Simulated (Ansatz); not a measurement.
Ideal-gas functions of BrH2In (`[Br][InH2]`) at 800 K and 1 bar, from an Ansatz frequency run at PBE0-D4/def2-TZVP.

Molar mass 196.74 g/mol, point group C2v (symmetry number 2), electronic degeneracy 1, moments of inertia 4.975, 296.404, 301.379 u Å². Harmonic wavenumbers (cm⁻¹, unscaled): 246, 394, 537, 572, 1870, 1880.

Use S(trans) = R[1.5 ln M + 2.5 ln T − 1.1517]; rotational temperatures θ = 24.2544 K / I; S(rot) = R[ln(√π/σ · √(T³/θAθBθC)) + 1.5]; for each mode x = 1.438777 ν̃/T, S = R[x/(eˣ − 1) − ln(1 − e⁻ˣ)] and H = RT x/(eˣ − 1); 1 cm⁻¹ = 0.0119627 kJ/mol; R = 8.31446 J/(mol·K).

**Question.** By hand: the entropy, in J/(mol·K).

**Answer.** Translation 195.2. Rotation: θ = 4.8753, 0.0818, 0.0805 K, giving 109.1. Vibration, mode by mode: 15.16, 11.35, 8.92, 8.44, 1.30, 1.28, in all 46.4. Electronic 0.0. Sum 350.7 J/(mol·K).

**Question.** By hand: H − E and G − E in kJ/mol, counted from the electronic energy.

**Answer.** Zero-point energy ½ × 5499 × 0.0119627 = 32.9; thermal vibration 19.2; translation, rotation and pV give 4 RT = 26.6. H − E = 78.7 kJ/mol, and G − E = 78.7 − 800 × 350.7/1000 = -201.9 kJ/mol.

Vibration gives 13 % of the entropy.
